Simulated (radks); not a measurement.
Results of a calculation; reference values are marked as such.
Task: The thallium ion Tl2+, 79 electrons, occupied as [Xe] 4f14 6s2 5d(up 5, down 4) (not the ground configuration). Code: a radial shooting solver on a logarithmic mesh with Libxc functionals. Model: scalar-relativistic Kohn-Sham, SCAN, spin-polarised, spherical densities, finite nucleus; meta-GGA in the generalised Kohn-Sham scheme; Fermi nuclear charge, rms radius 5.4759 fm. Some entries of the table are withheld. Estimate them.

| orbital | occ. | eigenvalue (hartree) | <r> (bohr) |
|---|---|---|---|
| 1s up | 1 | -3149.637 | 0.01632 |
| 1s down | 1 | -3149.637 | 0.01632 |
| 2s up | 1 | -562.5761 | 0.06873 |
| 2s down | 1 | -562.5735 | 0.06873 |
| 2p up | 3 | -483.9518 | 0.06234 |
| 2p down | 3 | -483.9492 | 0.06234 |
| 3s up | 1 | -135.3991 | 0.1774 |
| 3s down | 1 | -135.3979 | 0.1774 |
| 3p up | 3 | -112.6435 | 0.1792 |
| 3p down | 3 | -112.6420 | 0.1792 |
| 3d up | 5 | -88.98985 | 0.1625 |
| 3d down | 5 | -88.98718 | 0.1625 |
| 4s up | 1 | -31.10594 | 0.3914 |
| 4s down | 1 | -31.10092 | 0.3915 |
| 4p up | 3 | -23.61280 | 0.4172 |
| 4p down | 3 | -23.60832 | 0.4172 |
| 4d up | 5 | -14.78873 | 0.4397 |
| 4d down | 5 | -14.78380 | 0.4396 |
| 5s up | 1 | -5.73264 | 0.8780 |
| 5s down | 1 | -5.69305 | 0.8758 |
| 4f up | 7 | -5.06385 | 0.4676 |
| 4f down | 7 | -5.05807 | 0.4673 |
| 5p up | 3 | -3.68573 | 1.002 |
| 5p down | 3 | -3.64059 | 1.002 |
| 5d up | 5 | (1) | 1.330 |
| 5d down | 4 | (2) | 1.339 |
| 6s up | 1 | -1.00532 | (3) |
| 6s down | 1 | -1.00268 | (4) |

Result: 
(1) 5d up eigenvalue (hartree): -1.36278
(2) 5d down eigenvalue (hartree): -1.32765
(3) 6s up <r> (bohr): 2.214
(4) 6s down <r> (bohr): 2.212
